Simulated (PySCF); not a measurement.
# KRb⁺: from constants to spectrum

UHF-CCSD(T) constants of KRb⁺, ²Σ⁺ (doublet), unpaired electrons σ ↑ (basis K def2-SVP, Rb def2-SVP with ECP28; scalar-relativistic core potentials; PySCF 2.14; masses 38.9637 and 84.9118 u):

| Item | Value |
| --- | --- |
| ωe | 52.0 cm⁻¹ |
| ωexe | 0.0803 cm⁻¹ |
| Be | 0.027251 cm⁻¹ |
| αe | 0.000102 cm⁻¹ |
| D (centrifugal) | 2.99e-08 cm⁻¹ |
| De to K + Rb⁺ | 0.71 eV |

(1) Give the vibrational terms G(v) and spacings up to v = 3.

(2) How well does the Morse estimate ωe²/(4ωexe) reproduce De, and what is D0?

Correlated steps freeze 5 core orbitals. Correlated levels converge slowly with the basis: in double zeta they bind strong bonds too weakly, by up to about 1 eV, and carry superposition errors of some tenths. Spin–orbit coupling is left out. For an ion De counts to the pair picked by the measured ionisation energies or electron affinities, which need not be the lowest pair at this level. The state is the lowest determinant that a PBE0 search found; another state may lie lower at other levels.

## Answers

(1) G(v) = ωe(v+½) − ωexe(v+½)².

```tsv
v	G(v) (cm⁻¹)	G(v) − G(v−1)	Bv (cm⁻¹)
0	26.0		0.02720
1	77.8	51.8	0.02710
2	129.5	51.7	0.02700
3	181.0	51.5	0.02689
```

(2) It gives 1.04 eV, 147 % of the computed De. D0 = De − G(0) = 0.71 − 0.00 = 0.71 eV.
